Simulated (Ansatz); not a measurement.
`[CH2][SbH][CH3]` radical. The species carries charge 0 and has multiplicity 2. Sb takes the def2 core potential. The geometry is a stationary point of PBE0-D4/def2-TZVP.

```xyz
9

C    -1.353    0.388   -1.054
Sb   -0.239   -1.202   -0.261
C     0.898   -0.022    1.147
H    -1.905    1.055   -0.400
H    -1.596    0.439   -2.110
H     0.949   -1.165   -1.496
H     1.309    0.858    0.658
H     0.235    0.281    1.958
H     1.702   -0.633    1.558
```

What is the dipole moment at r2SCAN/def2-TZVPP? (An estimate is asked.)

Ansatz gave: 0.64 D, with components (0.08, 0.38, 0.51) D in this frame, pointing from negative to positive charge.

And with PBE, B3LYP, ωB97M-V? (Best estimate.)

Ansatz gave: PBE 0.62 D, B3LYP 0.58 D, ωB97M-V 0.55 D.

Give the Mulliken charges with r2SCAN, PBE, ωB97M-V in def2-TZVPP. (Best estimate.)

The calculation gave: 
```
atom  r2SCAN    PBE  ωB97M-V
  C1   -0.43  -0.44    -0.50
 Sb2    0.52   0.50     0.48
  C3   -0.45  -0.54    -0.59
  H4    0.09   0.09     0.13
  H5    0.09   0.10     0.13
  H6   -0.12  -0.11    -0.09
  H7    0.11   0.13     0.15
  H8    0.10   0.13     0.14
  H9    0.10   0.13     0.14
```

B3LYP here is the variant with VWN-RPA as its local correlation; programs differ in this.
